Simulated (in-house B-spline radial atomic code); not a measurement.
Radial electron density of S VIII (S7+), [He] 2s2 2p5. Level of theory: Dirac-Kohn-Sham PBE0, spherical fractional occupations, Fermi nucleus of rms radius 3.2611 fm; calculated with a radial B-spline atomic code at the basis-set limit.

Caution: exact exchange at fractional occupations of open shells leaves self-interaction of up to several eV.

Columns: r (bohr), 4πr²n(r) (electrons per bohr), bar.

```
 0.00363    0.411 #
 0.00423   0.5464 #
 0.00493   0.7242 ##
 0.00574   0.9546 ##
 0.00669    1.255 ###
 0.00779     1.64 ####
 0.00907    2.129 #####
  0.0106    2.763 #######
  0.0123    3.517 ########
  0.0143     4.45 ###########
  0.0167    5.609 #############
  0.0194    6.931 #################
  0.0226    8.476 ####################
  0.0264    10.23 #########################
  0.0307    12.04 #############################
  0.0358     13.9 #################################
  0.0416     15.6 ######################################
  0.0485    17.05 #########################################
  0.0565       18 ###########################################
  0.0658    18.31 ############################################
  0.0766    17.88 ###########################################
  0.0893    16.74 ########################################
   0.104    15.11 ####################################
   0.121    13.35 ################################
   0.141     11.9 #############################
   0.164     11.2 ###########################
   0.191    11.46 ############################
   0.223    12.62 ##############################
   0.259    14.14 ##################################
   0.302    15.41 #####################################
   0.352    15.69 ######################################
    0.41    14.58 ###################################
   0.477     12.2 #############################
   0.556    9.021 ######################
   0.648    5.808 ##############
   0.754    3.222 ########
   0.878    1.496 ####
    1.02   0.5779 #
    1.19   0.1718 
    1.39  0.03819 
    1.62 0.006307
```

On this grid the curve has 2 maxima, near 0.0658, 0.352 bohr.

The 2p3/2 radial function P(r) = rR(r), positive near the nucleus, with its small component Q(r) (sign convention: Q ≈ (P' + κP/r)/2c):

```
r (bohr)         P           Q
 0.00363  0.001763  -5.124e-05
 0.00493  0.003215  -9.373e-05
 0.00669  0.005832  -0.0001696
 0.00907   0.01051  -0.0003045
  0.0123   0.01882  -0.0005437
  0.0167   0.03347  -0.0009626
  0.0226   0.05847    -0.00167
  0.0307    0.1012   -0.002865
  0.0416    0.1707   -0.004774
  0.0565    0.2809   -0.007733
  0.0766    0.4439    -0.01198
   0.104    0.6694    -0.01762
   0.141    0.9455    -0.02415
   0.191      1.23    -0.03027
   0.259     1.443     -0.0341
   0.352     1.479    -0.03344
   0.477     1.275     -0.0275
   0.648     0.877    -0.01806
   0.878    0.4526   -0.008934
    1.19    0.1584   -0.003029
    1.62   0.03167  -0.0005923
```
